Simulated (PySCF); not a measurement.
ZrF2I2, SMILES [F][Zr]([F])([I])[I], multiplicity 1.

Geometry optimised at B3LYP-D3(BJ)/def2-SVP. The spin state was assumed, not searched. The structure was generated by enumeration; whether it is a known compound was not checked. The def2 effective core potentials stand for the cores of I, Zr; spin–orbit coupling is left out.

Two levels are set side by side: TDA-PBE/def2-SVPD (PySCF) and TDA-CAM-B3LYP/def2-SVPD (PySCF). Vertical, same geometry. The lowest singlet is HOMO→LUMO+1 77 %, HOMO−2→LUMO 23 % with PBE and HOMO−1→LUMO 97 % with the other functional; states are paired by order. Differences are taken from unrounded values.

```tsv
quantity	TDA-CAM-B3LYP
lowest singlet excitation (eV)	4.44
lowest triplet excitation (TDA) (eV)	3.99
first bright state (f over 0.05) (eV)	4.51
its oscillator strength	0.06
```

**Question.** What does TDA-PBE give, and how far is it from TDA-CAM-B3LYP? (Estimate from the structure and the level; the computed values follow.)

**Answer.** 
```tsv
quantity	TDA-PBE	TDA-PBE minus TDA-CAM-B3LYP
lowest singlet excitation (eV)	3.77	-0.67
lowest triplet excitation (TDA) (eV)	3.38	-0.61
first bright state (f over 0.05) (eV)	4.33	-0.18
its oscillator strength	0.10	0.04
```

A lower first singlet is the usual sign of a functional without exact exchange. Differences between two approximate levels are no errors against the true value.

Rough cost on one machine, each run with all the roots and properties that it gave: TDA-CAM-B3LYP against TDA-PBE about 4 times.
